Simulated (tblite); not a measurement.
C₇H₁₂NP.
Geometry (GFN2-xTB, Å), atoms numbered from 1 in this order:
```xyz
21
C7H12NP angstrom
C     -2.0195    1.4921    0.3730
C     -1.8466   -0.0011    0.6169
P     -0.8377   -0.7915   -0.7410
C     -0.5833   -2.4403    0.0672
N      0.6943   -0.0691   -0.4010
C      1.4130    0.5932   -1.3620
C      2.5530    1.0888   -0.8054
C      2.5386    0.7179    0.5581
C      1.3919    0.0140    0.7745
H     -2.5014    1.6682   -0.5870
H     -2.6295    1.9418    1.1545
H     -1.0515    1.9904    0.3650
H     -1.3723   -0.1796    1.5859
H     -2.8201   -0.4993    0.6185
H     -0.2648   -2.3435    1.1036
H      0.1674   -2.9957   -0.4926
H     -1.5216   -2.9906    0.0289
H      1.0438    0.6509   -2.3681
H      3.3171    1.6528   -1.3036
H      3.2912    0.9469    1.2878
H      1.0291   -0.4295    1.6813
```

Computed values, GFN2-xTB/tblite, gas phase, harmonic and unscaled. The method is semi-empirical: single wavenumbers can be off by several per cent or more. One conformer, not necessarily the lowest.

Harmonic wavenumbers (cm⁻¹): 37.1, 56.9, 117.7, 150.0, 166.6, 190.2, 212.4, 258.5, 329.7, 345.7, 465.3, 574.5, 579.1, 670.5, 721.8, 750.2, 763.6, 773.1, 820.6, 836.0, 839.9, 859.5, 871.0, 916.6, 987.7, 1014.1, 1062.0, 1076.0, 1081.9, 1093.1, 1191.0, 1222.7, 1228.5, 1252.0, 1317.7, 1338.6, 1405.9, 1412.7, 1435.6, 1443.9, 1450.9, 1457.9, 1496.2, 1500.6, 1562.8, 2938.1, 2953.6, 2998.9, 3013.3, 3017.1, 3018.8, 3023.8, 3030.8, 3144.4, 3145.7, 3156.8, 3167.4.

A = 2146, B = 1063, C = 906.6 MHz; mass 141.071 u (most abundant isotopes); point group C1, symmetry number 1.

Question: Zero-point energy?

Answer: Half the sum of the wavenumbers: 37974 cm⁻¹ = 454.27 kJ/mol.

Question: Entropy at 400 K, 1 bar (ideal gas, RRHO, classical rotation)?

Answer: Translation 176.69, rotation 126.81, vibration 178.83: S = 482.3 J/(mol K).

Question: And Cp and H(400 K) − H(0)?

Answer: Cp = 218.26 J/(mol K), of which vibrations give 185.00 (their classical limit is 57 R = 473.9); H(400 K) − H(0) = 50.17 kJ/mol without the zero-point energy, 36.87 from vibrations.

Question: Which modes carry the vibrational entropy at 400 K?

Answer: 37.1 cm⁻¹: 25.07; 56.9 cm⁻¹: 21.52; 117.7 cm⁻¹: 15.52; 150.0 cm⁻¹: 13.54; 166.6 cm⁻¹: 12.70; 190.2 cm⁻¹: 11.63 J/(mol K); the other 51 give 78.85 together.

Question: How do the functions run with temperature in this model?

Answer: 
| T (K) | S (J/(mol K)) | Cp (J/(mol K)) | H − H(0) (kJ/mol) | G − H(0) (kJ/mol) | ln q(vib) |
| --- | --- | --- | --- | --- | --- |
| 50 | 250.3 | 56.8 | 2.17 | -10.35 | 0.70 |
| 100 | 297.9 | 82.4 | 5.68 | -24.11 | 2.04 |
| 298.15 | 425.5 | 170.3 | 30.34 | -96.51 | 7.60 |
| 373.15 | 467.6 | 206.1 | 44.47 | -130.00 | 9.68 |
| 500 | 535.5 | 258.6 | 74.08 | -193.67 | 13.19 |
| 750 | 655.2 | 330.9 | 148.49 | -342.91 | 19.97 |
| 1000 | 757.3 | 377.8 | 237.47 | -519.80 | 26.35 |

q(vib) and H(0) count from the zero-point level.

Hindered rotation and anharmonicity are outside this model. Other conformers, if any are populated, would add a mixing term that is left out. The structure is chiral; the term R ln 2 for an equal mix with its mirror image is left out.
